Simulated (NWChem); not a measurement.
CH$_{3}$BeCl; SMILES [CH3][Be][Cl]

```xyz
6

Be     0.0000     0.0000     0.4935
Cl     0.0000     0.0000    -1.3198
C      0.0000     0.0000     2.1711
H     -0.8902    -0.4952     2.5816
H      0.0162     1.0185     2.5816
H      0.8739    -0.5233     2.5816
```
Atoms are numbered in this order, from 1.

Coordinates come from a B3LYP/6-31G* (spherical d) optimisation.

 Unshifted, non-relativistic core excitations; the lowest 4 roots alone, so stronger bands may lie above.

Question: List the first Cl K-edge excitations from PBE/def2-TZVP, restricted-window TDA (NWChem).

Answer: 
```json
[
 {"state": "S1", "energy (eV)": "2738.1", "dipole oscillator strength": "0.0002", "leading excitation (squared amplitude)": "1s of atom 2 or its equivalents → LUMO (1.00)"},
 {"state": "S2", "energy (eV)": "2738.1", "dipole oscillator strength": "0.0010", "leading excitation (squared amplitude)": "1s of atom 2 or its equivalents → LUMO+1 (1.00)"},
 {"state": "S3", "energy (eV)": "2738.1", "dipole oscillator strength": "0.0010", "leading excitation (squared amplitude)": "1s of atom 2 or its equivalents → LUMO+2 (1.00)"},
 {"state": "S4", "energy (eV)": "2740.3", "dipole oscillator strength": "0.0000", "leading excitation (squared amplitude)": "1s of atom 2 or its equivalents → LUMO+3 (1.00)"}
]
```
